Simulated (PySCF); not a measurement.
**Field gradients at the hydrogen positions**

C5H8F3PS.
SMILES with atom numbers: `[CH3:1]/[CH:2]=[CH:3]/[P@@:4]([CH3:5])(=[S:6])[C:7]([F:8])([F:9])[F:10]` (hydrogens: H11, H12, H13 on C1; H14 on C2; H15 on C3; H16, H17, H18 on C5)

Geometry (GFN2-xTB, Å), atoms numbered from 1 in this order:
```
atom  x, y, z in Å
C1     3.0052   -0.2936    0.8333
C2     1.6352   -0.6797    0.4198
C3     0.6492    0.1696    0.1480
P4    -0.9692   -0.4700   -0.3377
C5    -1.5143    0.5162   -1.7866
S6    -1.2140   -2.3795   -0.4125
C7    -2.0448    0.3832    0.9863
F8    -1.8024   -0.1104    2.2007
F9    -3.3461    0.2285    0.7297
F10   -1.8146    1.7058    1.0461
H11    3.1179    0.7864    0.8869
H12    3.2277   -0.7276    1.8075
H13    3.7309   -0.6972    0.1280
H14    1.4359   -1.7433    0.3364
H15    0.7649    1.2441    0.2082
H16   -0.9264    0.1945   -2.6460
H17   -2.5661    0.2958   -1.9757
H18   -1.3780    1.5834   -1.6175
```

Level: PBE0/pcSseg-1 (PySCF, non-relativistic); Q(2H) = 0.00286 b; rigid geometry, the same for H and D, with no vibrational averaging.

Question: Rank these positions by the coupling χzz of a deuteron there, largest first.
A. H15 (vinylic hydrogen)
B. H12 (methyl hydrogen)
C. H14 (vinylic hydrogen)

Answer: A (219 kHz), B (208 kHz), C (204 kHz).

Q: Give the electric field gradient Vzz (the principal value of largest size), its asymmetry and the 2H coupling at each hydrogen.

A: 
```csv
atom,bonded to,bond length (Å),Vzz (au),η,χzz (kHz)
H11,C1,1.087,0.3130,0.03,210
H12,C1,1.089,0.3098,0.03,208
H13,C1,1.090,0.3099,0.03,208
H14,C2,1.085,0.3038,0.04,204
H15,C3,1.082,0.3253,0.08,219
H16,C5,1.090,0.3097,0.02,208
H17,C5,1.091,0.3051,0.02,205
H18,C5,1.089,0.3103,0.02,209
```

Q: How does χzz go with the bond length over the 8 C–H bonds?

A: A straight-line fit has a slope of -10.1 kHz for each 0.01 Å, with a correlation coefficient of -0.67, over lengths from 1.082 to 1.091 Å.

Q: A static deuteron (I = 1) shows a doublet split by (3/2)χ, (3/4)χ(1 + η) and (3/4)χ(1 − η) with the field along z, y and x of the gradient. What are these for H17?

A: With |χ| = 205.0 kHz and η = 0.023: 308, 157 and 150 kHz, to first order and without motion.

Isolated species at its GFN2-xTB geometry (one conformer only). GFN2-xTB bond lengths can be off by several hundredths of an ångström, more for odd bonds, and the gradients follow them. The basis is small and wasn't made for field gradients, so the couplings can be 20 % off.

These values come from a run that also computed NMR shieldings. The run took 49 s on an Arm Neoverse V1 with one thread (shared host).
